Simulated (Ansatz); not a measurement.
**What AlGeNH4O (SMILES [NH2][GeH]1[O][AlH]1) costs in Ansatz**

AlGeNH4O: 8 atoms, total charge 0, spin state singlet. SMILES: `[NH2][GeH]1[O][AlH]1`. Geometry: relaxed at PBE0-D4/def2-TZVP. This is one conformer, not always the lowest.

```jsonl
{"atom": "N", "x (Å)": "-1.0007", "y (Å)": "1.3304", "z (Å)": "0.5144"}
{"atom": "Ge", "x (Å)": "0.2391", "y (Å)": "0.0001", "z (Å)": "0.6269"}
{"atom": "O", "x (Å)": "1.1775", "y (Å)": "-0.3460", "z (Å)": "-0.9835"}
{"atom": "Al", "x (Å)": "0.4315", "y (Å)": "-1.8569", "z (Å)": "-0.7691"}
{"atom": "H", "x (Å)": "-0.6626", "y (Å)": "2.2764", "z (Å)": "0.6119"}
{"atom": "H", "x (Å)": "-1.6821", "y (Å)": "1.2712", "z (Å)": "-0.2261"}
{"atom": "H", "x (Å)": "1.2379", "y (Å)": "0.5119", "z (Å)": "1.6854"}
{"atom": "H", "x (Å)": "0.3517", "y (Å)": "-3.2441", "z (Å)": "-1.5156"}
```

Program: Ansatz 0.2.0. Hardware: 1 thread of Arm Neoverse V2, shared host, so times are rough. Ansatz fits the integrals of SCF and DFT runs by default. Its times include its search for lower SCF states.

(1) Estimate their order by wall time, quickest first.
A. energy at BCCD(T)/6-31G* (spherical functions), 16 core orbitals frozen
B. energy at HSE06/6-31G* (spherical functions)
C. energy at HF/6-31G* (spherical functions)

## Answers

(1) C (3.3 s), B (9.9 s), A (28 s).
